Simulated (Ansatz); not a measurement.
GeH5Si (`[SiH2][GeH3]`) radical. The species carries charge 0 and has multiplicity 2. Correlated methods include outer-core shells of Ge, which these sets cover unevenly. Scalar relativity is left out up to krypton.

Cartesian coordinates in Å:
```
Si -0.7256 -0.8922 -0.8438
Ge 0.6440 0.3640 0.6278
H -2.1498 -0.9580 -0.4146
H -0.6501 -0.4313 -2.2576
H 2.0982 0.3311 0.1318
H 0.1946 1.8351 0.7203
H 0.5887 -0.2487 2.0361
```

**Question.** Give the diagnostics of a CCSD(T)/def2-TZVPP run (frozen core, Ansatz). (An estimate is asked.)

**Answer.** Computed: T1 = 0.0133, largest single amplitude 0.022, largest double 0.031, (T) share of the correlation energy 3.2 %, 10 CCSD cycles. ⟨S²⟩ of the UHF reference is 0.759 against 0.75 for a pure state. T1 lies under the customary mark of 0.045 for open shells.
